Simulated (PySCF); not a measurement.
**Telling isomers of C8H6F2 apart by NMR**

Computed data (PySCF 2.14.0 with density-fitted response routines): NMR shieldings at PBE0/pcSseg-1/GIAO, GFN2-xTB geometry. Equivalent nuclei averaged, in vacuum, non-relativistic, single conformer.

References, each an isolated molecule treated in the same way: 1H (σ = 31.72 ppm), 13C (σ = 186.93 ppm) against TMS. Splittings of carbon signals by F and P are missing where no couplings were computed. Where no couplings were computed, multiplicities follow the n + 1 count of equivalent neighbours, and m marks all less simple cases (inequivalent or close neighbours, rings, F or P nearby). Shifts are as computed. Against solution values, carbons near 30 ppm lie about +3 ppm off and those near 130 ppm about +5 ppm. Of 1211 compounds with measured shifts, 218 miss one by over three times the rms of a fit or turn the order of signals round; such compounds aren't used in these exercises.

(1) Tabulate the signals of `C#C[C@@H]1C(=C)/C(=C\F)[C@H]1F`, `C=C(F)c1cccc(F)c1`, `C#C/C=C1/C(=C)CC1(F)F` and their relative energies.

(2) What is the quickest way to tell C=C(F)c1cccc(F)c1 from C#C/C=C1/C(=C)CC1(F)F?

(3) What is the quickest way to tell C#C[C@@H]1C(=C)/C(=C\F)[C@H]1F from C=C(F)c1cccc(F)c1?

(4) What is the quickest way to tell C#C[C@@H]1C(=C)/C(=C\F)[C@H]1F from C#C/C=C1/C(=C)CC1(F)F?

Answers

(1) 
| SMILES | carbon types | δC | δH | E rel. (kcal/mol) |
| --- | --- | --- | --- | --- |
| C#C[C@@H]1C(=C)/C(=C\F)[C@H]1F | 3×C 4×CH 1×CH2 | 158.9, 144.8, 129.2, 122.4, 94.7, 86.8, 79.3, 42.1 | 7.21 (m, 1H), 6.08 (br s, 1H), 5.90 (br s, 1H), 5.57 (m, 1H), 3.72 (m, 1H), 1.81 (d, 1H) | 83.4 |
| C=C(F)c1cccc(F)c1 | 3×C 4×CH 1×CH2 | 172.9, 172.5, 138.6, 136.3, 125.0, 122.6, 116.6, 95.9 | 7.69 (m, 1H), 7.69 (m, 1H), 7.54 (m, 1H), 7.33 (m, 1H), 5.46 (m, 1H), 5.37 (m, 1H) | 0.0 |
| C#C/C=C1/C(=C)CC1(F)F | 4×C 2×CH 2×CH2 | 161.3, 145.4, 124.3, 116.1, 113.4, 104.0, 83.7, 48.6 | 6.16 (m, 1H), 5.97 (br s, 1H), 5.52 (br s, 1H), 3.55 (d, 1H), 3.30 (m, 2H) | 71.0 |

Energies are electronic energies at PBE0/pcSseg-1 on these geometries, without zero-point or thermal terms, each for the one conformer computed, which needn't be the lowest.

(2) Both give the same number of carbon signals, but DEPT or the intensities differ. The first has an aromatic CH at 136.3 ppm, the second an alkyne carbon (C) at 83.7 ppm. Their most deshielded carbons lie at 172.9 and 161.3 ppm. In the proton spectra the most deshielded non-exchanging signals are 7.69 (m, 1H) and 6.16 (m, 1H).

(3) Both give the same number of carbon signals, with the same numbers of each carbon type, so the positions decide. The first has an allylic sp3 CH at 42.1 ppm, the second an aromatic CH at 125.0 ppm. Their most deshielded carbons lie at 158.9 and 172.9 ppm. In the proton spectra the most deshielded non-exchanging signals are 7.21 (m, 1H) and 7.69 (m, 1H).

(4) Both give the same number of carbon signals, but DEPT or the intensities differ. The first has an allylic sp3 CH at 42.1 ppm, the second an allylic sp3 CH2 at 48.6 ppm. Their most deshielded carbons lie at 158.9 and 161.3 ppm. In the proton spectra the most deshielded non-exchanging signals are 7.21 (m, 1H) and 6.16 (m, 1H).
